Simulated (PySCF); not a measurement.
Correlation energy of C (carbon, neutral)

[He] 2s2 2p2, high-spin 3P determinant. Calculation: PySCF 2.14, in pcseg-2 (4s3p2d1f, 30 functions); the non-relativistic Hamiltonian (point nucleus). Frozen: 1s2; 4 electrons correlated.

MP2 pair energies summed by pair of shells (mhartree):

```
 pair  energy  share (%)
2s-2p  -39.22       60.9
2s-2s  -18.05       28.0
2p-2p   -7.10       11.0
```

Total MP2 correlation energy: -64.36 mhartree.

Same-spin part -12.06 and opposite-spin part -52.30 mhartree; SCS-MP2 scales them by 1/3 and 6/5 to -66.78 mhartree.

```csv
level,correlation energy (mhartree)
CCSD,-84.09
(T),-1.86
CCSD(T),-85.95
```

Diagnostics: T1 = 0.0082, D1 = 0.0167, largest double amplitude 0.100.

Cost of the coupled-cluster step: 0.47 s of wall time on 1 thread of Neoverse-N1 (shared host), for 4 correlated electrons.

Iterations:

```
CC2 = 0
CCSD nocc = (np.int64(3), np.int64(1)), nmo = (29, 29)
frozen orbitals [[0], [0]]
max_cycle = 100
direct = 0
conv_tol = 1e-08
conv_tol_normt = 1e-06
diis_space = 8
diis_start_cycle = 0
Init t2, MP2 energy = -0.0643642021688566
Init E_corr(UCCSD) = -0.0643642021699799
cycle = 1  E_corr(UCCSD) = -0.0774247728803991  dE = -0.0130605707  norm(t1,t2) = 0.0450045
cycle = 2  E_corr(UCCSD) = -0.0812487990532777  dE = -0.00382402617  norm(t1,t2) = 0.0198168
cycle = 3  E_corr(UCCSD) = -0.0841387486043331  dE = -0.00288994955  norm(t1,t2) = 0.0102007
cycle = 4  E_corr(UCCSD) = -0.084083265465908  dE = 5.54831384e-05  norm(t1,t2) = 0.00146647
cycle = 5  E_corr(UCCSD) = -0.0840963285685377  dE = -1.30631026e-05  norm(t1,t2) = 0.000200925
cycle = 6  E_corr(UCCSD) = -0.0840911026667635  dE = 5.22590177e-06  norm(t1,t2) = 4.62702e-05
cycle = 7  E_corr(UCCSD) = -0.0840936207599115  dE = -2.51809315e-06  norm(t1,t2) = 1.23711e-05
cycle = 8  E_corr(UCCSD) = -0.0840930497043236  dE = 5.71055588e-07  norm(t1,t2) = 3.68362e-06
cycle = 9  E_corr(UCCSD) = -0.0840931248173171  dE = -7.51129935e-08  norm(t1,t2) = 1.03076e-06
cycle = 10  E_corr(UCCSD) = -0.0840931376672932  dE = -1.28499761e-08  norm(t1,t2) = 2.10631e-07
cycle = 11  E_corr(UCCSD) = -0.0840931385143734  dE = -8.47080198e-10  norm(t1,t2) = 4.52061e-08
UCCSD converged
E(UCCSD) = -37.77316735894812  E_corr = -0.08409313851437342
UCCSD(T) correction = -0.00186132943019732
```
